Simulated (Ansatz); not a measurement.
Ansatz (a program for electronic structure) input (B3LYP-D3(BJ)/def2-TZVP):

Ansatz 0.2 input:
```yaml
crystal:
  periodic: [false, false, false]
  atoms:
    - {symbol: Si, position_ang: [0.32010140, 0.31056347, -0.10325332]}
    - {symbol: Cl, position_ang: [0.15467087, 1.48058405, -1.80834159]}
    - {symbol: Cl, position_ang: [0.00838653, 1.65108055, 1.53803177]}
    - {symbol: N, position_ang: [1.75698764, -0.46020976, -0.21197887]}
    - {symbol: N, position_ang: [-1.29783211, -0.38253187, -0.08597519]}
    - {symbol: H, position_ang: [2.15331040, -0.89346713, 0.60964480]}
    - {symbol: H, position_ang: [-1.47900785, -1.01776897, -0.84740653]}
    - {symbol: H, position_ang: [-1.57170230, -0.81633462, 0.78233439]}
basis:
  gaussian:
    orbitals: def2-TZVP
hamiltonian:
  xc: b3lyp
  dispersion: d3bj
total_charge: -1
relax: {f_tol: 0.002, max_steps: 150}
```

End of the output:

```
mean field: 0.82 GiB planned
mean field evaluation 288: about -35960.8932 eV, gradient 2.5e-4 eV
mean field -35960.89323693 eV, -1321.5384512881 hartree, gradient 1.5e-5 eV, S^2 0.000000; 1 other end points of the search recorded, 0 dependent functions left out
the calculation of the forces begins
reference -35960.89349906 eV, -1321.5384609213 hartree; 33, 33 occupied and 158, 158 virtual orbitals, 1229 factors
Total energy: -35961.33105272 eV, -1321.5545407219 hartree
Atom 0 at     0.316506     0.173223    -0.087892 Å, force    -0.000778     0.000241    -0.000921 eV/Å
Atom 1 at     0.075698     1.824341    -1.470193 Å, force     0.000069    -0.000288     0.000223 eV/Å
Atom 2 at     0.123188     1.329945     1.766273 Å, force     0.000007     0.000230     0.000356 eV/Å
Atom 3 at     1.581147    -0.824700    -0.189275 Å, force     0.000585     0.000413     0.000728 eV/Å
Atom 4 at    -1.206157    -0.628101    -0.313772 Å, force    -0.000404     0.000559     0.000525 eV/Å
Atom 5 at     2.480423    -0.492738     0.132708 Å, force    -0.000276    -0.000532    -0.000465 eV/Å
Atom 6 at    -1.299556    -1.462296     0.249411 Å, force     0.000562    -0.001277     0.000011 eV/Å
Atom 7 at    -2.026333    -0.047758    -0.214205 Å, force     0.000235     0.000655    -0.000459 eV/Å
Dipole moment:    -0.559203     0.300819     0.245252 e Å
```

It need not be the lowest isomer of its formula. Whether it binds its extra electron was not tested at this geometry.
